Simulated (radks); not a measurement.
Values are calculated unless marked as measured or tabulated.
Question: Neutral mercury, [Hg]. Level of theory: non-relativistic Kohn-Sham, r2SCAN, spin-polarised, spherical densities, point nucleus; meta-GGA in the generalised Kohn-Sham scheme (a radial shooting solver on a logarithmic mesh with Libxc functionals). Every spin shell is full or empty, so the densities are truly spherical. Functionals are evaluated on that one density, not self-consistently. Rank these orbital-free kinetic functionals by their error against the exact value of the orbitals, and give that value: Thomas-Fermi, TF + vW, TF + vW/9, TF + vW/5, LC94, APBEK, Thakkar, LKT, PG1, DePristo-Kress, Ernzerhof.

Answer: Exact: 18408.9 hartree. From best to worst, with 100 (|E| - |E exact|)/|E exact| (equal figures are ties): LC94 +0.02, APBEK +0.05, DePristo-Kress -0.19, Ernzerhof -0.47, TF + vW/9 -0.68, Thakkar -0.78, TF + vW/5 +2.47, Thomas-Fermi -4.61, PG1 +12.41, LKT +15.92, TF + vW +30.80.
